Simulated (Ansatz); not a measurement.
```yaml
crystal:
  periodic: [false, false, false]
  atoms:
    - {symbol: Si, position_ang: [-3.331204, 2.620156, -2.017797]}
    - {symbol: Al, position_ang: [1.600033, 0.446956, -1.582036]}
    - {symbol: Ge, position_ang: [2.649109, -2.809713, 2.670043]}
    - {symbol: H, position_ang: [-5.607203, 0.256490, -2.117113]}
    - {symbol: H, position_ang: [-3.729712, 4.500258, -4.672711]}
    - {symbol: H, position_ang: [-3.987940, 4.464122, 0.617960]}
    - {symbol: H, position_ang: [4.089009, 1.096461, -3.953218]}
    - {symbol: H, position_ang: [0.523286, -5.456418, 2.729436]}
    - {symbol: H, position_ang: [2.180115, -1.166364, 5.603945]}
    - {symbol: H, position_ang: [5.797329, -4.064148, 2.728310]}
basis:
  gaussian: {orbitals: def2-TZVPP}
hamiltonian: {xc: {name: B97}}
```

```sh
$ ansatz run in.yaml --threads 2 --pin off --events-out ev --progress --plain --max-ram 4352MiB
```

Output, abridged:

```
Functional definition: B97
1381 factors; their error is unknown
mean field evaluation 1: about -71052.2327 eV, gradient 4.3e1 eV
mean field evaluation 2: about -70924.6864 eV, gradient 1.2e2 eV
mean field evaluation 4: about -70884.4727 eV, gradient 8.5e1 eV
mean field evaluation 8: about -71072.1982 eV, gradient 5.7e0 eV
mean field evaluation 16: about -71065.6730 eV, gradient 2.0e1 eV
mean field evaluation 32: about -71072.4710 eV, gradient 3.6e0 eV
mean field evaluation 64: about -71071.5429 eV, gradient 6.9e0 eV
mean field -71072.86925552 eV, -2611.8797702193 hartree, gradient 5.4e-5 eV, S^2 0.000000; 8 other end points of the search recorded, 0 dependent functions left out
reference -71072.86931615 eV, -2611.8797724473 hartree; 33, 33 occupied and 197, 197 virtual orbitals, 1381 factors
Total energy: -71072.86931615 eV, -2611.8797724473 hartree
```

In this input the geometry is stretched to more than twice its size. The calculation finished and met its thresholds. The result belongs to that input, not to the molecule as meant.
